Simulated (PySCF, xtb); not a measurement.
C2H7NSi3, SMILES C#C[SiH]1[SiH2]N[SiH2]1.

Harmonic wavenumbers (cm⁻¹) from GFN2-xTB (xtb 6.7.1) at its own minimum, in rising order: 74, 74, 123, 236, 239, 334, 340, 364, 389, 433, 441, 531, 532, 548, 600, 611, 634, 666, 676, 704, 783, 820, 842, 860, 1167, 2091, 2143, 2152, 2181, 2185, 2187, 3345, 3465.

Problem. What does PySCF 2.14.0 with PBE-D3(BJ)/def2-SVP give at its own minimum? (An estimate is asked for; the answer gives what the named calculation found.)

Solution. 59, 91, 122, 269, 297, 328, 387, 402, 449, 450, 485, 594, 643, 666, 668, 676, 684, 688, 693, 742, 830, 857, 935, 969, 1082, 2072, 2121, 2125, 2130, 2133, 2164, 3391, 3505. Paired by order, the mean absolute difference is 47 cm⁻¹ and the zero-point energies are 46.8 and 48.2 kcal/mol.
